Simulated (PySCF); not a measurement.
Geometry:
| atom | x (Å) | y (Å) | z (Å) |
| --- | --- | --- | --- |
| C1 | 2.358 | 0.145 | -1.122 |
| C2 | 2.245 | -0.133 | 0.177 |
| C3 | 1.009 | -0.246 | 0.902 |
| P4 | 0.992 | -0.630 | 2.555 |
| Si5 | -0.684 | 0.021 | 0.065 |
| C6 | -2.022 | -0.046 | 1.419 |
| C7 | -1.030 | -1.379 | -1.188 |
| C8 | -0.746 | 1.728 | -0.798 |
| H9 | 3.322 | 0.209 | -1.599 |
| H10 | 1.500 | 0.315 | -1.745 |
| H11 | 3.154 | -0.291 | 0.753 |
| H12 | 2.391 | -0.732 | 2.735 |
| H13 | -2.055 | -1.024 | 1.889 |
| H14 | -3.006 | 0.159 | 1.009 |
| H15 | -1.830 | 0.685 | 2.199 |
| H16 | -0.938 | -2.353 | -0.717 |
| H17 | -2.038 | -1.298 | -1.582 |
| H18 | -0.345 | -1.357 | -2.029 |
| H19 | -1.696 | 2.219 | -0.613 |
| H20 | -0.631 | 1.640 | -1.874 |
| H21 | 0.039 | 2.385 | -0.436 |

- PBE0/pcSseg-1 with gauge-including orbitals
- GFN2-xTB geometry
- code: PySCF
- equivalent nuclei averaged, single conformer, non-relativistic Hamiltonian, no solvent model

Shifts are taken against calculated references (same method and geometry level): TMS for ¹³C (σref 186.93), ¹H (σref 31.72), ²⁹Si (σref 349.16); H3PO4 for ³¹P (σref 318.38).

```csv
atoms,nucleus,count,δ (ppm)
H13/H14/H15/H16/H17/H18/H19/H20/H21,¹H,9,?
C6/C7/C8,¹³C,3,?
H9,¹H,1,5.37
H12,¹H,1,7.44
H10,¹H,1,5.20
C3,¹³C,1,?
H11,¹H,1,7.51
P4,³¹P,1,311.3
Si5,²⁹Si,1,-7.8
C1,¹³C,1,122.8
C2,¹³C,1,156.4
```

Question: Complete the table.

Answer: 
- C3: 231.7 ppm, carbon bonded to C, P, Si
- C6/C7/C8: 1.2 ppm, carbon bonded to Si, 3 H
- H13/H14/H15/H16/H17/H18/H19/H20/H21: 0.32 ppm, hydrogen on a carbon bonded to Si

Shifts are as computed. Against solution values, carbons near 30 ppm lie about +3 ppm off and those near 130 ppm about +5 ppm. Of 1211 compounds with measured shifts, 218 miss one by over three times the rms of a fit or turn the order of signals round; such compounds aren't used in these exercises. Experimental scales use liquid or dissolved standards, which lie at an offset from isolated H3PO4.
